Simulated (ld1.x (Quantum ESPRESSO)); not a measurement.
**Transferability test, TM potential for Fe**

| Item | Value |
| --- | --- |
| Element | iron |
| Generator | ld1.x (Quantum ESPRESSO) 7.5 |
| Type | norm-conserving Troullier–Martins (Kleinman–Bylander form) |
| Functional | PBE |
| Relativity | fully relativistic |
| Frozen core | [Ne] 3s2 |
| Valence charge | 14 |
| Reference configuration | 3p6 3d7 4s1 4p0 |
| Partial waves | 4s (bound): rc 2.94 bohr; 3p (bound): rc 1.90 bohr; 3d (bound): rc 1.62 bohr |
| Local potential | all-electron potential smoothed inside 1.20 bohr (lloc = -1) |
| Core correction | Bessel-smoothed model core inside 0.75 bohr |

Open shells are filled in proportion to 2j + 1 (rel_dist='average').

Energies are relative to the spin-unpolarised reference configuration 3p6 3d7 4s1 4p0; without spin polarisation the order of configurations can differ from experiment.

```json
{"valence configuration": "3p6 3d6 4s2 4p0", "charge": "0", "ΔE all-electron (eV)": "0.791", "error AE − PS (meV)": "-6.7"}
{"valence configuration": "3p6 3d6 4s0 4p0", "charge": "+2", "ΔE all-electron (eV)": "25.724", "error AE − PS (meV)": "-36"}
{"valence configuration": "3p6 3d6 4s1.5 4p0", "charge": "+0.5", "ΔE all-electron (eV)": "4.275", "error AE − PS (meV)": "-1.9"}
{"valence configuration": "3p6 3d6 4s0 4p1", "charge": "+1", "ΔE all-electron (eV)": "14.574", "error AE − PS (meV)": "-123"}
{"valence configuration": "3p6 3d5 4s2 4p1", "charge": "0", "ΔE all-electron (eV)": "9.538", "error AE − PS (meV)": "-71"}
```

Task: What are ΔE and the potential's error for 3p6 3d6 4s1 4p0?

Result: ΔE = 9.520 eV all-electron; the error (AE − PS) is -0.1 meV.

Task: What are ΔE and the potential's error for 3p6 3d5 4s2 4p0?

Result: ΔE = 14.998 eV all-electron; the error (AE − PS) is +27 meV.

Levels in the configuration 3p6 3d5 4s2 4p1:

| level | all-electron (eV) | pseudo (eV) |
| --- | --- | --- |
| 3p j=1/2 | -68.500 | -68.669 |
| 3p j=3/2 | -66.924 | -67.096 |
| 3d j=3/2 | -14.206 | -14.223 |
| 3d j=5/2 | -14.036 | -14.053 |
| 4s j=1/2 | -7.487 | -7.519 |
| 4p j=1/2 | -2.674 | -2.611 |
| 4p j=3/2 | -2.603 | -2.552 |

Note: ghost state, extra bound levels that the all-electron valence spectrum of the same l lacks: s at -68.0 eV. A true bound ghost makes a file unfit for plane-wave use.
